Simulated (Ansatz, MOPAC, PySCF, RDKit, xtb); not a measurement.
Dimer: CH4 (SMILES C) (first 5 atoms) with H2S (SMILES S); geometry from B3LYP-D3(BJ)/def2-TZVP.
(charge 0, multiplicity 1):
```tsv
atom	x (Å)	y (Å)	z (Å)
C	-0.0080	-0.0567	0.1689
H	-0.8535	0.2177	0.7981
H	-0.2160	0.2255	-0.8621
H	0.8882	0.4591	0.5116
H	0.1503	-1.1334	0.2223
S	0.4347	-0.0863	4.1048
H	0.3720	1.0218	3.3502
H	0.4538	-0.8845	3.0262
```

Monomers are frozen at their geometry in the pair; levels with a basis set take the counterpoise correction. Rows marked so take none.

Frozen-core correlation. Rows in 6-311+G**, 6-31G* carry no dispersion term and start afresh at each structure (6-31G* with six Cartesian d functions). The state that PM6 reach isn't checked.

Run with Ansatz (a quantum-chemistry and plane-wave program) with Gaussian orbitals; MOPAC for PM6 (differences of heats of formation); PySCF for 6-311+G** rows, 6-31G* rows, the dispersion terms; RDKit for the force fields; xtb for the GFN methods. Each number belongs to the level named beside it.

```tsv
level	interaction energy (meV)
MMFF94	-16.6
GFN-FF	-21.0
PM6	-13.4
BP86/6-31G* (no counterpoise)	16.9
r2SCAN-D3(BJ)/def2-TZVPPD	-35.1
B3LYP/6-311+G** (no counterpoise)	8.2
BHLYP-D4/def2-TZVPPD	-29.6
B2PLYP/def2-TZVPPD	-2.1
CCSD/aug-cc-pV(T+d)Z	?
```

### Question
Fill in the missing entries.

### Answer

- CCSD/aug-cc-pV(T+d)Z, interaction energy (meV): -22.7
